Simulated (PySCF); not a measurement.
PySCF input file for AlH6NO2Si, SMILES N[SiH2][Al]([OH])[OH], TDA-CAM-B3LYP/def2-SVPD. Geometry: B3LYP-D3(BJ)/def2-SVP. The structure was generated by enumeration; whether it is a known compound was not checked. One conformer was computed; it need not be the lowest.

```python
import numpy as np
from pyscf import gto, scf, dft, tdscf

mol = gto.M(
    atom='''
    Si   -1.29298809   -0.76320960    0.41623751
    N    -2.34615963    0.62084752    0.24738426
    Al    0.92225084    0.05185453   -0.14409188
    O     2.32795766   -0.71336069    0.44233363
    O     0.94115340    1.42330143   -1.16340541
    H    -1.37896980   -1.25317066    1.82726199
    H    -1.65263925   -1.96142314   -0.42520304
    H    -3.34433490    0.52550554    0.41548239
    H    -2.17759883    1.24737174   -0.53475833
    H     3.25524030   -0.50613440    0.30303114
    H     1.68110357    1.93321770   -1.50306062
    ''',
    basis='def2-SVPD',
    charge=0,
    spin=0,
    max_memory=1600,
    verbose=4,
)
mf = dft.RKS(mol, xc='cam-b3lyp').density_fit(auxbasis='def2-universal-jkfit')
mf.grids.level = 3
mf.conv_tol = 1e-9
mf.max_cycle = 100
mf.kernel()
mf.grids = dft.Grids(mol).set(level=1).build(with_non0tab=True)  # coarser grid for the response kernel
td = tdscf.TDA(mf)
td.singlet = True
td.nstates = 10
td.conv_tol = 1e-4
td.positive_eig_threshold = 1e-6
td.kernel(x0=td.get_init_guess(mf, 15))
td.analyze()
tt = tdscf.TDA(mf)
tt.singlet = False
tt.nstates = 4
tt.conv_tol = 1e-4
tt.positive_eig_threshold = 1e-6
tt.kernel(x0=tt.get_init_guess(mf, 9))
tt.analyze(verbose=3)
```

Output:

```
PySCF version 2.14.0

[INPUT] verbose = 4
[INPUT] num. atoms = 11
[INPUT] num. electrons = 56
[INPUT] charge = 0
[INPUT] spin (= nelec alpha-beta = 2S) = 0
[INPUT] symmetry False subgroup None
[INPUT] Mole.unit = angstrom
[INPUT] Symbol           X                Y                Z      unit          X                Y                Z       unit  Magmom
[INPUT]  1 Si    -1.292988090000  -0.763209600000   0.416237510000 AA   -2.443393372424  -1.442257119639   0.786574896671 Bohr   0.0
[INPUT]  2 N     -2.346159630000   0.620847520000   0.247384260000 AA   -4.433599145211   1.173231777915   0.467488498928 Bohr   0.0
[INPUT]  3 Al     0.922250840000   0.051854530000  -0.144091880000 AA    1.742801505750   0.097990860018  -0.272294189974 Bohr   0.0
[INPUT]  4 O      2.327957660000  -0.713360690000   0.442333630000 AA    4.399202406983  -1.348056332131   0.835889416385 Bohr   0.0
[INPUT]  5 O      0.941153400000   1.423301430000  -1.163405410000 AA    1.778522167203   2.689649895402  -2.198517596737 Bohr   0.0
[INPUT]  6 H     -1.378969800000  -1.253170660000   1.827261990000 AA   -2.605875256046  -2.368149334740   3.453024718928 Bohr   0.0
[INPUT]  7 H     -1.652639250000  -1.961423140000  -0.425203040000 AA   -3.123035565207  -3.706552548984  -0.803517292932 Bohr   0.0
[INPUT]  8 H     -3.344334900000   0.525505540000   0.415482390000 AA   -6.319877029825   0.993061547542   0.785147926680 Bohr   0.0
[INPUT]  9 H     -2.177598830000   1.247371740000  -0.534758330000 AA   -4.115065397873   2.357190964122  -1.010546786530 Bohr   0.0
[INPUT] 10 H      3.255240300000  -0.506134400000   0.303031140000 AA    6.151512636647  -0.956455398221   0.572645861815 Bohr   0.0
[INPUT] 11 H      1.681103570000   1.933217700000  -1.503060620000 AA    3.176825334329   3.653251992162  -2.840372920419 Bohr   0.0

nuclear repulsion = 272.518790430029
number of shells = 70
number of NR pGTOs = 240
number of NR cGTOs = 162
basis = def2-SVPD
ecp = {}


[settings echo left out]
init E= -740.491613795808
  HOMO = -0.304273446913908  LUMO = -0.0559966666541896  gap/eV = 6.75596
cycle= 1 E= -740.276402082484  delta_E= 0.215  |g|= 1.07  |ddm|= 3.81
  HOMO = -0.201747416483468  LUMO = 0.0162212921463603  gap/eV = 5.93123
cycle= 2 E= -740.063829083778  delta_E= 0.213  |g|= 1.52  |ddm|= 3.22
  HOMO = -0.313562783000545  LUMO = 8.48290376298522e-06  gap/eV = 8.53271
cycle= 3 E= -740.504778052528  delta_E= -0.441  |g|= 0.0616  |ddm|= 1.67
  HOMO = -0.319467474499562  LUMO = 0.00318850173862417  gap/eV = 8.77992
cycle= 4 E= -740.505423442286  delta_E= -0.000645  |g|= 0.0391  |ddm|= 0.156
  HOMO = -0.313414561679287  LUMO = 0.00309863938424604  gap/eV = 8.61276
cycle= 5 E= -740.505747827067  delta_E= -0.000324  |g|= 0.00972  |ddm|= 0.0703
  HOMO = -0.31449158617561  LUMO = 0.00288411684935053  gap/eV = 8.63623
cycle= 6 E= -740.505772956762  delta_E= -2.51e-05  |g|= 0.00121  |ddm|= 0.0167
  HOMO = -0.314373417287842  LUMO = 0.00280945893201867  gap/eV = 8.63099
cycle= 7 E= -740.505773851349  delta_E= -8.95e-07  |g|= 0.000387  |ddm|= 0.00577
  HOMO = -0.314376151539616  LUMO = 0.00281726049268549  gap/eV = 8.63127
cycle= 8 E= -740.505773898293  delta_E= -4.69e-08  |g|= 0.000246  |ddm|= 0.00134
  HOMO = -0.314376865357161  LUMO = 0.00281758033627  gap/eV = 8.63130
cycle= 9 E= -740.505773911204  delta_E= -1.29e-08  |g|= 6.6e-05  |ddm|= 0.000466
  HOMO = -0.314371673334531  LUMO = 0.00281611012765826  gap/eV = 8.63112
cycle= 10 E= -740.505773912638  delta_E= -1.43e-09  |g|= 6.86e-06  |ddm|= 0.000238
  HOMO = -0.314372377391412  LUMO = 0.00281598726101118  gap/eV = 8.63114
cycle= 11 E= -740.505773912665  delta_E= -2.68e-11  |g|= 2.24e-06  |ddm|= 3.12e-05
  HOMO = -0.314372062096398  LUMO = 0.00281598030821062  gap/eV = 8.63113
Extra cycle  E= -740.505773912671  delta_E= -6.59e-12  |g|= 1.68e-06  |ddm|= 9.38e-06
converged SCF energy = -740.505773912671
tot grids = 43080
Overwritten attributes  positive_eig_threshold  of <class 'pyscf.tdscf.rks.TDA'>


******** <class 'pyscf.tdscf.rks.TDA'> for <class 'pyscf.df.df_jk.DFRKS'> ********
nstates = 10 singlet
deg_eia_thresh = 1.000e-03
wfnsym = None
conv_tol = 0.0001
eigh lindep = 1e-12
eigh level_shift = 0
eigh max_cycle = 100


Excitation energies (eV)
[5.79319118 6.2096049  6.45425327 6.65042819 6.87331948 7.1048587
 7.28859705 7.44042026 7.59682435 7.60902052]

** Singlet excitation energies and oscillator strengths **
Excited State   1:      5.79319 eV    214.02 nm  f=0.0079
      28 -> 29       -0.32333
      28 -> 30       -0.46060
      28 -> 31       -0.38929
Excited State   2:      6.20960 eV    199.67 nm  f=0.0374
      28 -> 29        0.30168
      28 -> 30       -0.51228
      28 -> 31        0.34083
Excited State   3:      6.45425 eV    192.10 nm  f=0.0878
      27 -> 29       -0.12362
      28 -> 29        0.49150
      28 -> 31       -0.42215
      28 -> 33        0.16823
Excited State   4:      6.65043 eV    186.43 nm  f=0.0829
      27 -> 29       -0.32271
      27 -> 30       -0.57914
      27 -> 31       -0.15866
Excited State   5:      6.87332 eV    180.38 nm  f=0.1208
      27 -> 29       -0.41960
      27 -> 30        0.34287
      27 -> 31       -0.36929
Excited State   6:      7.10486 eV    174.51 nm  f=0.0856
      27 -> 29       -0.39691
      27 -> 31        0.50344
      27 -> 33       -0.14035
Excited State   7:      7.28860 eV    170.11 nm  f=0.0007
      26 -> 29        0.66459
Excited State   8:      7.44042 eV    166.64 nm  f=0.0350
      25 -> 29       -0.60663
      26 -> 30        0.28158
Excited State   9:      7.59682 eV    163.21 nm  f=0.0009
      25 -> 30       -0.67879
      25 -> 31        0.11803
Excited State  10:      7.60902 eV    162.94 nm  f=0.0085
      27 -> 31       -0.12240
      28 -> 29       -0.10901
      28 -> 32        0.55068
      28 -> 35        0.31876
      28 -> 37       -0.12206

** Transition electric dipole moments (AU) **
state          X           Y           Z        Dip. S.      Osc.
  1         0.1031      0.1968     -0.0779      0.0554      0.0079
  2        -0.2507      0.1994      0.3785      0.2459      0.0374
  3        -0.6183     -0.4043     -0.0964      0.5550      0.0878
  4        -0.3932     -0.5528     -0.2204      0.5088      0.0829
  5        -0.4797     -0.3194      0.6208      0.7176      0.1208
  6        -0.6898      0.1256      0.0028      0.4916      0.0856
  7        -0.0478      0.0009      0.0431      0.0041      0.0007
  8         0.2267     -0.3052      0.2180      0.1921      0.0350
  9        -0.0440      0.0458     -0.0305      0.0050      0.0009
 10         0.1227     -0.1734      0.0233      0.0456      0.0085

** Transition velocity dipole moments (imaginary part, AU) **
state          X           Y           Z        Dip. S.      Osc.
  1         0.0148     -0.0089     -0.0547      0.0033      0.0103
  2        -0.0528     -0.0059      0.0103      0.0029      0.0086
  3        -0.1423     -0.0720     -0.0135      0.0256      0.0720
  4        -0.0750     -0.0511      0.0221      0.0087      0.0238
  5        -0.1130     -0.0793      0.0570      0.0223      0.0589
  6        -0.1552      0.0150      0.0449      0.0263      0.0672
  7        -0.0076     -0.0016      0.0137      0.0002      0.0006
  8         0.0707     -0.0911      0.0606      0.0170      0.0414
  9        -0.0112      0.0145     -0.0087      0.0004      0.0010
 10         0.0143     -0.0435      0.0008      0.0021      0.0050

** Transition magnetic dipole moments (imaginary part, AU) **
state          X           Y           Z
  1         0.4364      0.5155     -0.9506
  2        -0.1663     -0.0926      0.0055
  3         0.2381      0.3417     -0.0063
  4         0.1075      0.4890     -0.0573
  5         0.2316      0.1065      0.5660
  6        -0.2339     -0.3165      0.0062
  7         0.6762      0.3255     -0.0904
  8        -0.0766      0.6436      0.9412
  9        -0.4410     -0.2824     -0.0271
 10         0.0490      0.1630      0.0337


******** <class 'pyscf.tdscf.rks.TDA'> for <class 'pyscf.df.df_jk.DFRKS'> ********
nstates = 4 triplet
deg_eia_thresh = 1.000e-03
wfnsym = None
conv_tol = 0.0001
eigh lindep = 1e-12
eigh level_shift = 0
eigh max_cycle = 100


Excitation energies (eV)
[5.05876044 5.51878849 5.89821903 5.98678497]

** Triplet excitation energies and oscillator strengths **
Excited State   1:      5.05876 eV    245.09 nm  f=0.0000
Excited State   2:      5.51879 eV    224.66 nm  f=0.0000
Excited State   3:      5.89822 eV    210.21 nm  f=0.0000
Excited State   4:      5.98678 eV    207.10 nm  f=0.0000
```

The calculation finished and met its thresholds.

Cost: very roughly 5 core-minutes.
